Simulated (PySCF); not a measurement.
Molfile (atoms numbered from 1):
```
CH8AsGeN
     RDKit          3D

 12 11  0  0  0  0  0  0  0  0999 V2000
   -1.5818   -0.8897    0.0369 C   0  0  0  0  0  0  0  0  0  0  0  0
   -1.2228    0.4723    0.3474 N   0  0  0  0  0  0  0  0  0  0  0  0
    0.4583    1.1098   -0.0184 Ge  0  0  0  0  0  4  0  0  0  0  0  0
    1.9935   -0.2224    1.3091 As  0  0  0  0  0  3  0  0  0  0  0  0
   -2.5237   -1.1689    0.5379 H   0  0  0  0  0  0  0  0  0  0  0  0
   -1.7009   -1.1135   -1.0436 H   0  0  0  0  0  0  0  0  0  0  0  0
   -0.8118   -1.5790    0.4228 H   0  0  0  0  0  0  0  0  0  0  0  0
   -1.9662    1.1351    0.1502 H   0  0  0  0  0  0  0  0  0  0  0  0
    0.4738    2.5766    0.4507 H   0  0  0  0  0  0  0  0  0  0  0  0
    0.8366    1.0469   -1.5237 H   0  0  0  0  0  0  0  0  0  0  0  0
    3.1897    0.5571    0.7669 H   0  0  0  0  0  0  0  0  0  0  0  0
    2.1337   -1.2723    0.2095 H   0  0  0  0  0  0  0  0  0  0  0  0
  1  2  1  0
  2  3  1  0
  3  4  1  0
  1  5  1  0
  1  6  1  0
  1  7  1  0
  2  8  1  0
  3  9  1  0
  3 10  1  0
  4 11  1  0
  4 12  1  0
M  END
```

Geometry: PBE0-D3(BJ)/def2-SVP; GIAO shifts from PySCF 2.14, gas phase, non-relativistic, averaged over equivalent atoms.

At PBE0/def2-SVP (132 basis functions, 14 s wall time on 1 thread of an Arm Neoverse V1, shared host):
| atoms | δ (ppm) |
| --- | --- |
| C1 | 31.6 |
| N2 | 13.7 |
| Ge3 | -74.7 |
| As4 | -19.3 |
| H9/H10 | 5.27 |
| H5/H6/H7 | 2.37 |
| H11/H12 | 2.03 |
| H8 | -0.49 |

References, each an isolated molecule treated in the same way: $^{13}$C (193.72 ppm), $^{1}$H (31.34 ppm) vs TMS; $^{15}$N (269.84 ppm) vs NH3; GeMe4 for $^{73}$Ge (1458.15 ppm); $^{75}$As (1987.69 ppm) against AsH3.

**Question.** Predict the values at B3LYP/pcSseg-1 on the same geometry.

**Answer.** 
```
   atoms  δ at B3LYP/pcSseg-1  change
      C1                 34.7    +3.1
      N2                 21.2    +7.5
     Ge3                -67.9    +6.8
     As4                 -2.4   +16.9
  H9/H10                 5.20   -0.07
H5/H6/H7                 2.62   +0.25
 H11/H12                 1.89   -0.14
      H8                -0.34   +0.15
```

δ = σ(ref) − σ, references computed at the same level: $^{13}$C (σ = 179.24 ppm), $^{1}$H (σ = 31.38 ppm) against TMS; NH3 for $^{15}$N (σ = 263.54 ppm); $^{73}$Ge (σ = 1291.94 ppm) vs GeMe4; $^{75}$As (σ = 1863.78 ppm) vs AsH3.

The largest change is at As4 (arsenic bonded to Ge, 2 H). Cost: 156 basis functions, 22 s wall time on 1 thread of an x86-64 server CPU, shared host.

Relativistic effects, spin–orbit coupling among them, are left out; they matter for As, Ge and for the light atoms bonded to it. Experimental scales use liquid or dissolved standards, which lie at an offset from isolated NH3 (liquid NH3: subtract about 20 ppm).
